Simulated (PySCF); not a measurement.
**Relaxation of sextet Rh₃**

These are results of UPBE0/[Rh def2-TZVP with ECP28], scalar-relativistic core potentials, density fitting, no spin–orbit coupling, PySCF, not measurements. A (50,194) grid was used.

A hand-made equilateral triangle start, of D3h symmetry, held to at least that symmetry:

```xyz
3
charge 0 multiplicity 6, angstrom
Rh    0.0000    1.4434    0.0000
Rh    1.2500   -0.7217    0.0000
Rh   -1.2500   -0.7217    0.0000
```

Problem. What does it relax to?

Solution. It ends at D3h with Rh–Rh 2.457 Å (×3); Rh–Rh–Rh 60.0° (×3). No frequency check is given, so it may be a saddle point. Other isomers or separated fragments may lie lower. A symmetry-breaking gradient of 0.0045 Eh/bohr is left: the electronic state wants a lower symmetry.

Problem. How much energy is released, and in how many steps?

Solution. 2.1 kJ/mol in 3 steps.

With open d or f shells other occupations or spin states may lie lower.

The relaxation took 15 s on 4 threads of a shared Arm Neoverse V2 host, with 120 basis functions and 4 gradients.
